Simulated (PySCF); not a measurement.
Ligands exchanged one at a time, Al CH3-H. All species are isolated molecules in the gas phase. Strings in code marks are SMILES.

The four lowest singlet excitations (Tamm–Dancoff). Computed with PySCF 2.14.0 with PBE-D3(BJ)/def2-TZVP // B3LYP-D3(BJ)/def2-TZVP. Excitations are Tamm–Dancoff values on a coarser integration grid. The basis has no diffuse functions, so Rydberg states are missing or too high.

```json
[
 {"state": "S1", "energy (eV)": "4.89", "wavelength (nm)": "253", "oscillator strength": "0.000"},
 {"state": "S2", "energy (eV)": "5.10", "wavelength (nm)": "243", "oscillator strength": "0.002"},
 {"state": "S3", "energy (eV)": "6.53", "wavelength (nm)": "190", "oscillator strength": "0.088"},
 {"state": "S4", "energy (eV)": "6.68", "wavelength (nm)": "186", "oscillator strength": "0.043"}
]
```

Task: Say which member gives these states.
A) `[CH3][Al]([CH3])[CH3]`
B) `[CH3][AlH][CH3]`
C) `[CH3][AlH2]`

Result: B, `[CH3][AlH][CH3]`
